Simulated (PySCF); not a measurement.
# PBE on Fe⁺ (iron, charge +1)

Configuration: [Ar] 3d6 4s1, high-spin 6D determinant. Computed with PySCF 2.14 in aug-cc-pVDZ (7s6p4d2f, 59 functions), with the non-relativistic Hamiltonian (point nucleus).

- Total energy: -1263.143 hartree
- One-electron energy: -1735.884 hartree
- Hartree (Coulomb) energy: 527.894 hartree
- Exchange-correlation energy: -55.153 hartree
- Kinetic energy: 1261.55602 hartree
- ⟨S²⟩: 8.7507
- ⟨L²⟩: 6.010
- Sum of ⟨r⟩: 18.17 bohr
- Sum of ⟨r²⟩: 25.27 bohr²
- Traceless quadrupole moment −½Σ⟨3z² − r²⟩ along its main axis: 0.399 e·bohr²
- Density at the nucleus (Gaussians lack the cusp): 11800 bohr⁻³
- Spin density at the nucleus: 6.07 bohr⁻³
- Langevin diamagnetic susceptibility: -20.0 ×10⁻⁶ cm³/mol
- Time after the integrals: 1.1 s of wall time on 1 thread of Neoverse-V2 (shared host)

```json
{"shell": "1s α", "electrons": "1", "mean orbital energy (hartree)": "-255.11250", "spread (hartree)": "0", "rms radius, mean of both spins (bohr)": "0.0684"}
{"shell": "1s β", "electrons": "1", "mean orbital energy (hartree)": "-255.11025", "spread (hartree)": "0", "rms radius, mean of both spins (bohr)": "0.0684"}
{"shell": "2s α", "electrons": "1", "mean orbital energy (hartree)": "-29.96516", "spread (hartree)": "0", "rms radius, mean of both spins (bohr)": "0.293"}
{"shell": "2s β", "electrons": "1", "mean orbital energy (hartree)": "-29.89410", "spread (hartree)": "0", "rms radius, mean of both spins (bohr)": "0.293"}
{"shell": "2p α", "electrons": "3", "mean orbital energy (hartree)": "-25.89914", "spread (hartree)": "0.03305", "rms radius, mean of both spins (bohr)": "0.262"}
{"shell": "2p β", "electrons": "3", "mean orbital energy (hartree)": "-25.84517", "spread (hartree)": "0.01909", "rms radius, mean of both spins (bohr)": "0.262"}
{"shell": "3s α", "electrons": "1", "mean orbital energy (hartree)": "-3.74441", "spread (hartree)": "0", "rms radius, mean of both spins (bohr)": "0.881"}
{"shell": "3s β", "electrons": "1", "mean orbital energy (hartree)": "-3.57772", "spread (hartree)": "0", "rms radius, mean of both spins (bohr)": "0.881"}
{"shell": "3p α", "electrons": "3", "mean orbital energy (hartree)": "-2.55570", "spread (hartree)": "0.06698", "rms radius, mean of both spins (bohr)": "0.938"}
{"shell": "3p β", "electrons": "3", "mean orbital energy (hartree)": "-2.39153", "spread (hartree)": "0.02310", "rms radius, mean of both spins (bohr)": "0.938"}
{"shell": "3d α", "electrons": "5", "mean orbital energy (hartree)": "-0.64415", "spread (hartree)": "0.07325", "rms radius, mean of both spins (bohr)": "1.26"}
{"shell": "3d β", "electrons": "1", "mean orbital energy (hartree)": "-0.50800", "spread (hartree)": "0", "rms radius, mean of both spins (bohr)": "1.26"}
{"shell": "4s α", "electrons": "1", "mean orbital energy (hartree)": "-0.47167", "spread (hartree)": "0", "rms radius, mean of both spins (bohr)": "2.89"}
```
